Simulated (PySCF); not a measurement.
A structure optimised at PBE0-D3(BJ)/def2-SVP, used in a PySCF frequency run:

```
C
H 1 1.0978
H 1 1.0978 2 110.04
H 1 1.0979 2 108.53 3 118.62
S 1 1.8348 2 111.61 4 116.90
Be 5 1.8942 1 101.21 2 61.80
Br 6 1.9620 1 141.52 2 55.02
```

Task: Write its SMILES, formula and point group.

Result: C[S][Be][Br], CH₃BeBrS, Cs

Task: What are its rotational constants (standard atomic weights)?

Result: 14.204, 1.0342, 0.97006 GHz
